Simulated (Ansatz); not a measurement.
C₁₂H₁₀, SMILES `c1ccc(-c2ccccc2)cc1`, relaxed with RKS PBE0-D4/def2-TZVP in Ansatz from a PBE-D4/def2-SVP geometry. The force threshold is 0.005 eV/Å; the program also tests the step.

Charge 0, multiplicity 1.

Start:

```xyz
22

C    -2.411   -0.343    2.623
C    -2.443   -1.204    1.514
C    -1.500   -1.070    0.487
C    -0.500   -0.072    0.544
C     0.500    0.071   -0.544
C     1.009   -1.063   -1.218
C     1.954   -0.929   -2.244
C     2.411    0.344   -2.622
C     1.916    1.480   -1.963
C     0.969    1.345   -0.938
C    -0.480    0.786    1.667
C    -1.424    0.653    2.694
H    -3.151   -0.449    3.430
H    -3.219   -1.983    1.444
H    -1.553   -1.732   -0.391
H     0.676   -2.067   -0.913
H     2.345   -1.828   -2.745
H     3.153    0.450   -3.429
H     2.262    2.483   -2.256
H     0.567    2.244   -0.448
H     0.304    1.554    1.746
H    -1.383    1.328    3.563
```

By how much does the energy fall, and how many steps does the optimiser take? (An estimate is asked.)

Computed: 3.33 kcal/mol, in 6 steps.

Which bonds change most? (Estimate.)

Ansatz gave: C3–C4 from 1.414 to 1.395 Å; C5–C6 from 1.414 to 1.395 Å; C4–C11 from 1.414 to 1.395 Å; C5–C10 from 1.413 to 1.395 Å.

Give the relaxed structure. (Estimate.)

Computed: 
```xyz
22

C    -2.382   -0.339    2.591
C    -2.430   -1.174    1.484
C    -1.496   -1.041    0.470
C    -0.496   -0.071    0.540
C     0.497    0.071   -0.540
C     1.015   -1.051   -1.186
C     1.949   -0.919   -2.201
C     2.382    0.339   -2.591
C     1.874    1.464   -1.957
C     0.941    1.330   -0.942
C    -0.460    0.762    1.658
C    -1.393    0.629    2.674
H    -3.112   -0.443    3.385
H    -3.205   -1.928    1.405
H    -1.556   -1.680   -0.403
H     0.701   -2.040   -0.870
H     2.346   -1.805   -2.684
H     3.112    0.443   -3.385
H     2.200    2.452   -2.261
H     0.531    2.215   -0.469
H     0.325    1.505    1.743
H    -1.341    1.281    3.539
```
